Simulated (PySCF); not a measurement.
Stepwise substitution at one centre (Al Br-SiH3). Gas-phase values, no solvent. Strings in code marks are SMILES.

The HOMO–LUMO gap from two functionals at the same geometries (B3LYP-D3(BJ)/def2-TZVP), both in PySCF: PBE-D3(BJ)/def2-TZVP and M06-2X/def2-TZVP. 

| species | PBE-D3(BJ)/def2-TZVP (eV) |
|---|---|
| 0 of 3 Br replaced by SiH3 (`[Br][Al]([Br])[Br]`) | 4.92 |
| 1 of 3 Br replaced by SiH3 (`[SiH3][Al]([Br])[Br]`) | 4.25 |
| 2 of 3 Br replaced by SiH3 (`[Br][Al]([SiH3])[SiH3]`) | 3.16 |
| 3 of 3 Br replaced by SiH3 | 2.94 |

Question: What does M06-2X/def2-TZVP give for each?

Answer: 
- 0 of 3 Br replaced by SiH3 (`[Br][Al]([Br])[Br]`): 8.89
- 1 of 3 Br replaced by SiH3 (`[SiH3][Al]([Br])[Br]`): 7.75
- 2 of 3 Br replaced by SiH3 (`[Br][Al]([SiH3])[SiH3]`): 6.51
- 3 of 3 Br replaced by SiH3: 6.25
Over these rows, drawn at random from the members with no instability flagged (it was tested for open shells, ions and some series alone), PBE minus M06-2X: mean -3.53 eV, from -3.97 eV to -3.31 eV.
